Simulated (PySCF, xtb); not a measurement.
C₃H₉GeN, SMILES C=[CH][GeH2][NH]C. The values are those of a single conformer.

Harmonic wavenumbers (cm⁻¹) from GFN2-xTB in xtb at its own minimum, in rising order: 27, 75, 105, 167, 249, 255, 428, 491, 501, 571, 611, 625, 706, 841, 916, 995, 1025, 1051, 1095, 1117, 1255, 1329, 1405, 1421, 1489, 1501, 1660, 1817, 1971, 2892, 2970, 3003, 3014, 3064, 3093, 3397.

Problem. What does PBE-D3(BJ)/def2-SVP (PySCF) give at its own minimum? (Estimate from the structure and the level; the computed values follow.)

Solution. 47, 58, 123, 171, 251, 256, 457, 500, 530, 593, 640, 668, 758, 859, 941, 973, 998, 1052, 1099, 1108, 1225, 1330, 1368, 1392, 1418, 1439, 1623, 1994, 2071, 2874, 2977, 3025, 3046, 3071, 3139, 3472. Paired by order, the mean absolute difference is 31 cm⁻¹ and the zero-point energies are 67.4 and 68.0 kcal/mol.
